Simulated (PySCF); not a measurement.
Computed IR spectrum (relative IR intensity) of a molecule C4H6O2. The structure is a stationary point at B3LYP-D3(BJ)/def2-SVP. Other conformers were not sampled. Level of theory: B3LYP-D3(BJ)/def2-SVP in PySCF. No scaling factor is applied to the harmonic values.

```csv
ν (cm⁻¹),relative intensity
341,5.4
828,9.2
879,3.4
1000,6.8
1024,5.8
1053,4.5
1200,5.2
1240,100
1324,49
1414,30
1456,2.6
1461,13
1709,9.8
1826,62
3041,10
3125,5.8
3167,4.6
```

**Question.** Pick the molecule that these values belong to.
A. C=CC(=O)OC
B. CC=C1OCO1
C. C1=COCCO1
D. CC1=COCO1

**Answer.** A, C=CC(=O)OC
